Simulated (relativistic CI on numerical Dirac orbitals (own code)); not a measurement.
Electric-dipole transitions in Re XXX

Method of calculation: Dirac-Coulomb-Breit CI, separate exchange-only KLI orbitals for each configuration, model QED, unscaled Slater integrals (own radial code, finite nucleus).

CI space (outside the closed core [Ar] 3d10): 4s2 4p6 4d10, 4s2 4p6 4d9 4f, 4s2 4p5 4d10 4f, 4s 4p6 4d10 4f, 4s2 4p6 4d9 5s, 4s2 4p6 4d9 5p, 4s2 4p6 4d9 5d, 4s2 4p5 4d10 5s, 4p6 4d10 4f2, 4p6 4d9 4f3, 4p5 4d10 4f3, 4p6 4d9 4f2 5s, 4p6 4d9 4f2 5p, 4p6 4d9 4f2 5d. Double excitations out of closed p, d and f shells are left out; levels of such configurations are missing from the list, as are those of other unlisted configurations, and high levels can miss mixing partners. These lack a partner that the ground configuration has and come out too high: 4s2 4p5 4d10 5s.

```tsv
λ vac (Å)	Lower	Upper	A (s⁻¹)	E lower (eV)	E upper (eV)
21.524	4s2 4p6 4d10 1S_0 [1]	4s2 4p5 4d10 5s 1P°_1 [69]	2.28e+12	0.000	576.028
27.516	4s2 4p6 4d10 1S_0 [1]	4s2 4p6 4d9 5p 1P°_1 [40]	1.78e+12	0.000	450.590
28.307	4s2 4p6 4d10 1S_0 [1]	4s2 4p6 4d9 5p 3D°_1 [37]	1.02e+12	0.000	437.993
38.153	4s2 4p6 4d9 4f 3H°_6 [6]	4s2 4p6 4d9 5d 3G_5 [55]	2.98e+11	204.303	529.267
38.571	4s2 4p6 4d9 4f 3H°_5 [5]	4s2 4p6 4d9 5d 3G_4 [51]	3.05e+11	202.090	523.531
44.788	4s2 4p6 4d9 4f 1D°_2 [15]	4s2 4p5 4d10 4f 3F_2 [49]	6.48e+11	220.058	496.883
45.527	4s2 4p6 4d9 4f 3D°_2 [16]	4s2 4p5 4d10 4f 3D_3 [47]	5.08e+11	222.525	494.857
45.610	4s2 4p6 4d9 4f 1H°_5 [17]	4s2 4p5 4d10 4f 3G_4 [48]	1.53e+12	224.536	496.373
45.652	4s2 4p6 4d9 5s 3D_2 [25]	4s2 4p5 4d10 5s 3P°_1 [75]	2.28e+12	391.433	663.018
45.674	4s2 4p6 4d9 4f 3H°_4 [14]	4s2 4p5 4d10 4f 3G_3 [46]	1.55e+12	218.990	490.445
46.242	4s2 4p6 4d9 4f 3G°_4 [20]	4s2 4p5 4d10 4f 3G_4 [48]	6.80e+11	228.250	496.373
46.472	4s2 4p6 4d9 4f 1F°_3 [19]	4s2 4p5 4d10 4f 3D_3 [47]	6.27e+11	228.063	494.857
46.505	4s2 4p6 4d9 4f 3G°_4 [20]	4s2 4p5 4d10 4f 3D_3 [47]	6.85e+11	228.250	494.857
46.773	4s2 4p6 4d10 1S_0 [1]	4s2 4p6 4d9 4f 1P°_1 [21]	6.38e+12	0.000	265.077
46.804	4s2 4p6 4d9 4f 3G°_3 [18]	4s2 4p5 4d10 4f 3G_3 [46]	4.72e+11	225.542	490.445
59.035	4s2 4p6 4d9 4f 1D°_2 [8]	4s2 4p5 4d10 4f 1D_2 [33]	3.98e+11	205.836	415.855
60.343	4s2 4p6 4d9 4f 3P°_1 [3]	4s2 4p5 4d10 4f 3D_2 [27]	1.93e+11	197.202	402.669
61.012	4s2 4p6 4d9 4f 3F°_4 [10]	4s2 4p5 4d10 4f 3F_4 [32]	3.22e+11	209.195	412.407
61.408	4s2 4p6 4d9 5s 1D_2 [23]	4s2 4p5 4d10 5s 1P°_1 [69]	1.12e+12	374.125	576.028
61.429	4s2 4p6 4d9 4f 3P°_1 [3]	4s2 4p5 4d10 4f 3D_1 [26]	3.48e+11	197.202	399.037
61.433	4s2 4p6 4d9 4f 3H°_5 [5]	4s2 4p5 4d10 4f 3G_4 [28]	8.10e+11	202.090	403.909
61.522	4s2 4p6 4d9 4f 3F°_3 [7]	4s2 4p5 4d10 4f 3F_3 [30]	3.04e+11	205.187	406.716
61.537	4s2 4p6 4d9 5s 3D_3 [22]	4s2 4p5 4d10 5s 3P°_2 [68]	1.07e+12	373.075	574.552
61.556	4s2 4p6 4d9 4f 3H°_6 [6]	4s2 4p5 4d10 4f 3G_5 [29]	7.89e+11	204.303	405.718
61.569	4s2 4p6 4d9 4f 3G°_5 [11]	4s2 4p5 4d10 4f 3F_4 [32]	6.06e+11	211.032	412.407
61.651	4s2 4p6 4d9 4f 3P°_2 [4]	4s2 4p5 4d10 4f 3D_2 [27]	3.48e+11	201.562	402.669
61.782	4s2 4p6 4d9 4f 3G°_4 [9]	4s2 4p5 4d10 4f 3F_3 [30]	6.15e+11	206.035	406.716
62.035	4s2 4p6 4d9 4f 3F°_4 [10]	4s2 4p5 4d10 4f 1F_3 [31]	3.72e+11	209.195	409.057
62.285	4s2 4p5 4d10 4f 3G_5 [29]	4s 4p6 4d10 4f 3F°_4 [72]	6.08e+11	405.718	604.777
62.649	4s2 4p5 4d10 4f 3G_4 [28]	4s 4p6 4d10 4f 3F°_3 [71]	5.48e+11	403.909	601.812
62.782	4s2 4p6 4d9 4f 3F°_3 [7]	4s2 4p5 4d10 4f 3D_2 [27]	3.95e+11	205.187	402.669
62.920	4s2 4p6 4d9 4f 3D°_3 [12]	4s2 4p5 4d10 4f 1F_3 [31]	3.54e+11	212.007	409.057
63.684	4s2 4p6 4d9 4f 3G°_5 [11]	4s2 4p5 4d10 4f 3G_5 [29]	1.44e+11	211.032	405.718
117.03	4s2 4p6 4d9 5p 3F°_3 [35]	4s2 4p6 4d9 5d 3F_3 [53]	1.41e+11	419.424	525.362
117.09	4s2 4p6 4d9 5p 3P°_2 [34]	4s2 4p6 4d9 5d 3D_2 [52]	2.03e+11	418.441	524.329
118.52	4s2 4p6 4d9 5p 3F°_2 [36]	4s2 4p6 4d9 5d 3G_3 [61]	2.46e+11	436.449	541.058
119.09	4s2 4p6 4d9 5p 3F°_3 [35]	4s2 4p6 4d9 5d 3G_4 [51]	2.48e+11	419.424	523.531
154.91	4s2 4p6 4d9 5p 3D°_2 [45]	4s2 4p6 4d9 5d 3F_3 [66]	1.12e+11	469.468	549.502
155.45	4s2 4p6 4d9 5p 3F°_3 [44]	4s2 4p6 4d9 5d 3G_4 [64]	1.43e+11	467.926	547.684
155.46	4s2 4p6 4d9 5p 3F°_4 [38]	4s2 4p6 4d9 5d 3G_5 [55]	1.43e+11	449.512	529.267
155.57	4s2 4p6 4d9 5p 3D°_3 [41]	4s2 4p6 4d9 5d 3F_4 [58]	1.04e+11	452.285	531.980
156.53	4s2 4p6 4d9 5s 3D_3 [22]	4s2 4p6 4d9 5p 3D°_3 [41]	5.84e+10	373.075	452.285
162.09	4s2 4p6 4d9 5s 3D_2 [25]	4s2 4p6 4d9 5p 3F°_3 [44]	9.37e+10	391.433	467.926
162.20	4s2 4p6 4d9 5s 3D_3 [22]	4s2 4p6 4d9 5p 3F°_4 [38]	9.44e+10	373.075	449.512
162.27	4s2 4p6 4d9 5s 1D_2 [23]	4s2 4p6 4d9 5p 1D°_2 [39]	7.52e+10	374.125	450.530
```

Terms are leading LS components. Brackets give the number of a level in order of energy, since labels repeat. The list gives strong lines, with weight on those to low levels, without lines whose two gauges differ by over a factor of 2.5, among the lowest 75 of 2548 levels, so that lines to higher ones, which can be the strongest, are missing. Levels whose partners in the same complex of configurations lie outside the list can be far off, and so can their lines. Rates are taken at the computed energies, electric ones in the length gauge.

At this charge energies of transitions that change n are usually good to better than 1 %, and those within a shell (Δn = 0) to a few per cent.

LS names give the leading component of a level, which can be under half, so a name can repeat, a term be missing and a line seem to break the LS rules.
